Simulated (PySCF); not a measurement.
Input file for PySCF: D3(BJ) and D4 dispersion corrections on C2H5Ga (SMILES C=[CH][GaH2]).

```python
from pyscf import gto
from pyscf.dispersion import dftd3, dftd4

mol = gto.M(
    atom='''
    C    -2.09771241    0.72574922    0.84035237
    C    -0.80056510    0.96829850    0.63759021
    Ga    0.58591417   -0.44820562    0.78712216
    H    -2.46736429   -0.27562250    1.04768516
    H    -2.85899081    1.50101804    0.79122098
    H    -0.52258509    1.99766768    0.41582842
    H     0.04333480   -1.93381441    0.80698346
    H     2.08954565   -0.13578614    0.46329397
    ''',
    basis='def2-svp',
    charge=0, spin=0, verbose=0, max_memory=1800)
d3, d4 = {}, {}
for xc in ['hf', 'pbe', 'blyp', 'revpbe', 'tpss', 'r2scan', 'b3lyp', 'pbe0', 'bhlyp', 'camb3lyp', 'b2plyp']:
    d3[xc] = float(dftd3.DFTD3Dispersion(mol, xc=xc, version='d3bj', atm=False).get_dispersion()['energy'])
    print(f'D3(BJ) {xc:10s} {d3[xc]:14.8f} Eh')
for xc in ['hf', 'pbe', 'blyp', 'revpbe', 'tpss', 'r2scan', 'b3lyp', 'pbe0', 'bhlyp', 'camb3lyp', 'b2plyp']:
    d4[xc] = float(dftd4.DFTD4Dispersion(mol, xc={'camb3lyp': 'cam-b3lyp'}.get(xc, xc), atm=True).get_dispersion()['energy'])
    print(f'D4     {xc:10s} {d4[xc]:14.8f} Eh')
```

It printed:

```
D3(BJ) hf            -0.03989771 Eh
D3(BJ) pbe           -0.00458967 Eh
D3(BJ) blyp          -0.01014454 Eh
D3(BJ) revpbe        -0.01145140 Eh
D3(BJ) tpss          -0.00586308 Eh
D3(BJ) r2scan        -0.00124621 Eh
D3(BJ) b3lyp         -0.00836410 Eh
D3(BJ) pbe0          -0.00404263 Eh
D3(BJ) bhlyp         -0.00686992 Eh
D3(BJ) camb3lyp      -0.00379863 Eh
D3(BJ) b2plyp        -0.00404919 Eh
D4     hf            -0.01786922 Eh
D4     pbe           -0.00493856 Eh
D4     blyp          -0.01094303 Eh
D4     revpbe        -0.01503881 Eh
D4     tpss          -0.00665534 Eh
D4     r2scan        -0.00114322 Eh
D4     b3lyp         -0.00803819 Eh
D4     pbe0          -0.00414249 Eh
D4     bhlyp         -0.00635935 Eh
D4     camb3lyp      -0.00421117 Eh
D4     b2plyp        -0.00341267 Eh
```

The run finished.

Cost: roughly 0.020 core-seconds.
